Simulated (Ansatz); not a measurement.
```yaml
crystal:
  periodic: [false, false, false]
  atoms:
    - {symbol: C, position_ang: [-3.378052, -3.800031, -0.340444]}
    - {symbol: C, position_ang: [-2.683387, -2.532186, -0.266962]}
    - {symbol: C, position_ang: [-3.383816, -1.359659, -0.323198]}
    - {symbol: C, position_ang: [-2.740181, -0.192323, -0.254664]}
    - {symbol: C, position_ang: [-3.465115, 1.041571, -0.312256]}
    - {symbol: C, position_ang: [-3.717940, 1.634917, -1.502213]}
    - {symbol: C, position_ang: [-4.417126, 2.784712, -1.557246]}
    - {symbol: C, position_ang: [-4.870324, 3.356784, -0.424459]}
    - {symbol: C, position_ang: [-4.619353, 2.774453, 0.764565]}
    - {symbol: C, position_ang: [-3.920126, 1.624777, 0.821239]}
    - {symbol: C, position_ang: [-1.372424, -0.210465, -0.128317]}
    - {symbol: C, position_ang: [-0.620091, 0.941372, -0.050868]}
    - {symbol: C, position_ang: [0.692721, 0.887927, 0.070165]}
    - {symbol: C, position_ang: [1.351216, -0.321353, 0.122872]}
    - {symbol: C, position_ang: [2.715986, -0.414475, 0.248490]}
    - {symbol: C, position_ang: [3.536430, 0.756506, 0.332267]}
    - {symbol: C, position_ang: [3.827051, 1.307504, 1.533889]}
    - {symbol: C, position_ang: [4.615429, 2.396580, 1.613151]}
    - {symbol: C, position_ang: [5.120978, 2.949843, 0.493243]}
    - {symbol: C, position_ang: [4.832902, 2.409790, -0.707268]}
    - {symbol: C, position_ang: [4.044739, 1.320682, -0.788143]}
    - {symbol: C, position_ang: [3.265005, -1.630380, 0.290684]}
    - {symbol: C, position_ang: [2.473863, -2.742168, 0.209633]}
    - {symbol: C, position_ang: [3.065759, -4.062431, 0.254582]}
    - {symbol: N, position_ang: [1.204347, -2.668152, 0.092821]}
    - {symbol: C, position_ang: [0.640001, -1.497862, 0.048790]}
    - {symbol: C, position_ang: [-0.756815, -1.440991, -0.080263]}
    - {symbol: N, position_ang: [-1.412117, -2.561605, -0.149470]}
    - {symbol: H, position_ang: [-3.923956, -3.889178, -1.251567]}
    - {symbol: H, position_ang: [-4.082614, -3.901155, 0.452939]}
    - {symbol: H, position_ang: [-2.672503, -4.589841, -0.280280]}
    - {symbol: H, position_ang: [-4.436262, -1.372855, -0.420596]}
    - {symbol: H, position_ang: [-3.361843, 1.184564, -2.389450]}
    - {symbol: H, position_ang: [-4.610313, 3.236202, -2.493069]}
    - {symbol: H, position_ang: [-5.420329, 4.257903, -0.468391]}
    - {symbol: H, position_ang: [-4.972111, 3.217692, 1.656765]}
    - {symbol: H, position_ang: [-3.722449, 1.166348, 1.752683]}
    - {symbol: H, position_ang: [-1.114906, 1.873473, -0.090544]}
    - {symbol: H, position_ang: [1.259896, 1.776810, 0.128531]}
    - {symbol: H, position_ang: [3.429840, 0.871934, 2.410998]}
    - {symbol: H, position_ang: [4.837473, 2.815042, 2.557885]}
    - {symbol: H, position_ang: [5.740853, 3.803214, 0.556214]}
    - {symbol: H, position_ang: [5.226127, 2.838674, -1.589510]}
    - {symbol: H, position_ang: [3.817815, 0.895453, -1.728625]}
    - {symbol: H, position_ang: [4.312992, -1.729100, 0.386918]}
    - {symbol: H, position_ang: [3.757852, -4.202565, -0.543844]}
    - {symbol: H, position_ang: [3.605369, -4.213694, 1.161237]}
    - {symbol: H, position_ang: [2.299505, -4.792276, 0.181095]}
basis:
  gaussian: {orbitals: def2-SVPD, fitting: {mean_field: def2-universal-jkfit}}
hamiltonian: {xc: {name: B2GP-PLYP}}
scf: {omitted_lower_state_checks: [starts]}
output: {forces: true}
```

```sh
$ ansatz run in.yaml --threads 2 --pin off --events-out ev --progress --plain --max-ram 20480MiB --backend cuda --devices 0, --max-vram 18GiB
```

Shortened log:

```
Functional definition: B2GP-PLYP
2464 factors; integrals over basis functions are off by at most 2.1e-1 eV
mean field evaluation 1: about -30148.4960 eV, gradient 7.6e1 eV
mean field evaluation 2: about -30148.4944 eV, gradient 7.6e1 eV
mean field evaluation 4: about -30163.2261 eV, gradient 9.0e0 eV
mean field evaluation 8: about -30163.4170 eV, gradient 9.0e-2 eV
mean field evaluation 16: about -30163.4171 eV, gradient 2.6e-4 eV
mean field -30163.41706944 eV, -1108.4851318034 hartree, gradient 7.2e-6 eV, S^2 0.000000; 0 other end points of the search recorded, 0 dependent functions left out
28 core orbitals not correlated: weight in the atoms' cores, before any rotation towards them, 1.000 or more for the frozen orbitals, at most 0.000 for the correlated occupied ones
reference -30163.41735819 eV, -1108.4851424149 hartree; 67, 67 occupied and 625, 625 virtual orbitals, 2464 factors
second order -120.79053041 eV of doubles, -0.00000000 eV of singles
Total energy: -30206.90194914 eV, -1110.0831716573 hartree
Atom 0 force    -0.460109    -0.758991    -0.048780 eV/Å
Atom 1 force    -0.912791    -0.791053    -0.091462 eV/Å
Atom 2 force    -1.409978    -0.183349    -0.131904 eV/Å
Atom 3 force    -0.163858     0.636295    -0.010573 eV/Å
Atom 4 force     0.347410    -0.534392     0.026012 eV/Å
Atom 5 force     0.508160    -0.645129    -1.270498 eV/Å
Atom 6 force    -0.297070     0.701252    -1.432486 eV/Å
Atom 7 force    -0.844819     1.404823    -0.068092 eV/Å
Atom 8 force    -0.541007     0.688545     1.366595 eV/Å
Atom 9 force     0.281953    -0.656938     1.333920 eV/Å
Atom 10 force    -0.065922    -0.078861    -0.005026 eV/Å
Atom 11 force    -0.872734     1.303923    -0.071206 eV/Å
Atom 12 force     0.973118     1.228464     0.098442 eV/Å
Atom 13 force     0.058911    -0.083805     0.005840 eV/Å
Atom 14 force     0.213418     0.621378     0.024550 eV/Å
Atom 15 force    -0.388587    -0.504374    -0.039745 eV/Å
Atom 16 force    -0.567464    -0.624302     1.256560 eV/Å
Atom 17 force     0.341546     0.650599     1.446915 eV/Å
Atom 18 force     0.953781     1.331364     0.097014 eV/Å
Atom 19 force     0.604002     0.666541    -1.350443 eV/Å
Atom 20 force    -0.323580    -0.609325    -1.346404 eV/Å
Atom 21 force     1.391080    -0.297146     0.126445 eV/Å
Atom 22 force     0.847225    -0.864128     0.074381 eV/Å
Atom 23 force     0.398215    -0.793259     0.030578 eV/Å
Atom 24 force    -1.456396    -2.097496    -0.149755 eV/Å
Atom 25 force    -0.524013     0.478801    -0.045121 eV/Å
Atom 26 force     0.560498     0.434957     0.054225 eV/Å
Atom 27 force     1.284889    -2.209773     0.104783 eV/Å
Atom 28 force    -0.626147    -0.127242    -1.033293 eV/Å
Atom 29 force    -0.805907    -0.140087     0.898224 eV/Å
Atom 30 force     0.739383    -0.964318     0.061785 eV/Å
Atom 31 force    -1.259590    -0.054779    -0.116808 eV/Å
Atom 32 force     0.432124    -0.547992    -1.090843 eV/Å
Atom 33 force    -0.236290     0.554379    -1.135890 eV/Å
Atom 34 force    -0.665739     1.090133    -0.053100 eV/Å
Atom 35 force    -0.429422     0.544718     1.083017 eV/Å
Atom 36 force     0.237495    -0.557181     1.144546 eV/Å
Atom 37 force    -0.552151     1.125104    -0.043394 eV/Å
Atom 38 force     0.640185     1.076804     0.066227 eV/Å
Atom 39 force    -0.482389    -0.529855     1.078660 eV/Å
Atom 40 force     0.271484     0.514299     1.146691 eV/Å
Atom 41 force     0.750100     1.032422     0.076084 eV/Å
Atom 42 force     0.479366     0.527104    -1.070709 eV/Å
Atom 43 force    -0.272778    -0.517141    -1.155327 eV/Å
Atom 44 force     1.251577    -0.157039     0.114522 eV/Å
Atom 45 force     0.790128    -0.185877    -0.904306 eV/Å
Atom 46 force     0.616421    -0.196893     1.027741 eV/Å
Atom 47 force    -0.813729    -0.901179    -0.078593 eV/Å
Dipole moment:     0.023180     0.583087     0.006129 e Å
Checks for a lower state left out: starts
```

Hardware: 2 threads of AMD EPYC 7R13 on a shared host and a share (18 GiB) of an NVIDIA H100 80GB HBM3. Wall time 17 s, peak host memory 7.1 GiB.

Correlated methods freeze 28 core orbitals.
